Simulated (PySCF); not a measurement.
## Bonding in `C=C(SC)[Si](C)(C)C`

Compound: C₆H₁₄SSi.
SMILES with atom numbers: `[CH2:1]=[C:2]([S:3][CH3:4])[Si:5]([CH3:6])([CH3:7])[CH3:8]` (hydrogens: H9, H10 on C1; H11, H12, H13 on C4; H14, H15, H16 on C6; H17, H18, H19 on C7; H20, H21, H22 on C8)

Geometry (GFN2-xTB, Å), atoms numbered from 1 in this order:
```xyz
22
C6H14SSi angstrom
C      1.396    0.393   -1.420
C      0.822    0.058   -0.272
S      1.724   -0.303    1.203
C      3.467   -0.054    0.749
Si    -1.060   -0.064    0.009
C     -1.538    1.272    1.283
C     -1.458   -1.803    0.680
C     -1.978    0.236   -1.633
H      0.789    0.604   -2.283
H      2.461    0.473   -1.566
H      3.752   -0.761   -0.024
H      4.037   -0.241    1.654
H      3.618    0.970    0.419
H     -1.337    2.270    0.905
H     -0.970    1.146    2.199
H     -2.592    1.220    1.535
H     -2.509   -1.894    0.939
H     -0.876   -2.012    1.572
H     -1.230   -2.573   -0.051
H     -3.049    0.137   -1.485
H     -1.686   -0.478   -2.396
H     -1.793    1.232   -2.020
```

Bond orders from the PBE0/pcSseg-1 density (PySCF). The structure is a single GFN2-xTB conformer in the gas phase; no vibrational or solvent corrections.

Problem. Where do the orders between heavy atoms depart from those drawn in the SMILES?

Solution. The largest departure is 0.272, at C2–Si5 (drawn single, 0.728). Drawn single, order below 0.88: C2–Si5 (0.728).

Problem. Give the Mayer order of every bond between heavy atoms, beside its length.

Solution. 
```tsv
bond	drawn as	length (Å)	Mayer order
C1–C2	double	1.327	1.917
C2–S3	single	1.766	1.079
S3–C4	single	1.818	1.012
C2–Si5	single	1.907	0.728
Si5–C6	single	1.907	0.986
Si5–C7	single	1.906	0.983
Si5–C8	single	1.905	0.973
```

Bonds between the same two heavy elements. C–S: lowest S3–C4 (1.012, 1.818 Å), highest C2–S3 (1.079, 1.766 Å). C–Si: lowest C2–Si5 (0.728, 1.907 Å), highest Si5–C6 and Si5–C7 (0.986, 1.907 Å). Bonds named together lie within 0.004.

Problem. And the bonds to hydrogen?

Solution. C–H: 0.94 to 0.95 (14 bonds).

Problem. Sum the orders of all bonds at each heavy atom with more than one neighbour and set the sums beside the valence in the SMILES.

Solution. C1 3.805 (drawn 4), C2 3.724 (drawn 4), S3 2.091 (drawn 2), C4 3.851 (drawn 4), Si5 3.670 (drawn 4), C6 3.841 (drawn 4), C7 3.839 (drawn 4), C8 3.833 (drawn 4). Orders between atoms that aren't bonded are not in these sums.

For a closed shell the Mayer order of atoms A and B is Σ (PS)μν (PS)νμ over the basis functions μ on A and ν on B, with P the density and S the overlap matrix.
